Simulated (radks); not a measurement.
Problem. Valence configurations of Co II (all share [Ar]). All-electron calculation, non-relativistic Kohn-Sham, r2SCAN, spin-polarised, spherical densities, point nucleus; open shells are filled with parallel spins first; meta-GGA in the generalised Kohn-Sham scheme. Program: a radial shooting solver on a logarithmic mesh with Libxc functionals. Order these by energy: 3d5 4s1 4p2; 3d6 4p2; 3d7.5 4p0.5; 3d7 4s1; 3d6 4s2; 3d8; 3d7 4p1; 3d6 4s1 4p1.

Solution. From the lowest, in eV above it: 3d8 0.000; 3d7 4s1 0.658; 3d7.5 4p0.5 2.771; 3d6 4s2 5.504; 3d7 4p1 6.215; 3d6 4s1 4p1 9.229; 3d6 4p2 15.560; 3d5 4s1 4p2 21.603. NIST lists [Ar] 3d8 as the ground configuration; this level of theory agrees among the configurations tried. The energies are those of spherical high-spin densities, not of single terms.
